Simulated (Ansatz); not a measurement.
Reactions of C4H8Si, SMILES `C=CC(=C)[SiH3]`.

Program: Ansatz. Geometries: PBE0-D4/def2-TZVP. ΔE: electronic, gas phase. CCSD(T)/CBS adds triple-zeta CCSD(T) − MP2 to the extrapolated MP2 energy (def2 sets, frozen cores). This one scheme is used for every species, atoms too. Functionals use def2-TZVPP. No spin–orbit coupling; open shells (•) take unrestricted orbitals. Spin–orbit coupling would lower the free atoms: a little for C, Si. For Sc outer-core shells are correlated without core-valence functions, so the limit isn't a true one: a few kJ/mol of doubt a bond, and 10 to 20 or more in all where bonds break to atoms. Scalar relativity is left out up to krypton. Each species was taken in one conformer, which may not be the lowest.

```csv
reaction,CCSD(T)/CBS(def2) (eV)
`C=CC(=C)[SiH3]` → 4 C• + 8 H• + Si•,?
`C=CC(=C)[SiH3]` + CH₃NH₂ → `C=C([SiH3])NC` + `C=C`,0.33
`C=CC(=C)[SiH3]` + `C[O][Sc]([OH])[OH]` → `[OH][Sc]([OH])[O][SiH3]` + `C=CC(=C)C`,-1.90
`C=CC(=C)[SiH3]` → `C=CC=C` + `[SiH2]`,2.41
```

Task: Fill in the missing values. (An estimate is asked.)

Result: Ansatz gave: `C=CC(=C)[SiH3]` → 4 C• + 8 H• + Si•: +52.92 eV.

Largest T1 diagnostic: 0.016, for `C[O][Sc]([OH])[OH]`.
